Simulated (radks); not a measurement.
The rhenium ion Re2+, [Xe] 4f14 5d5. Calculated with a radial shooting solver on a logarithmic mesh with Libxc functionals: non-relativistic Kohn-Sham, exchange-only LDA, spin-polarised, spherical densities, point nucleus. Every spin shell is full or empty, so the densities are truly spherical. Functionals are evaluated on that one density, not self-consistently. Rank these exchange functionals by their error against the exact value of the orbitals, and give that value: LDA, RPBE, OPTX, WC, AM05, B86b, G96, EV93, TPSS, SCAN, r2SCAN, MS2, Tao-Mo, MVS.

Answer. Exact: -309.495 hartree. From best to worst, with 100 (|E| - |E exact|)/|E exact| (equal figures are ties): r2SCAN -0.10, B86b +0.10, RPBE -0.12, SCAN +0.14, MVS +0.14, TPSS -0.32, EV93 -0.39, WC -0.54, G96 +0.56, MS2 -0.58, Tao-Mo -0.74, OPTX +1.92, AM05 -3.61, LDA -3.83.
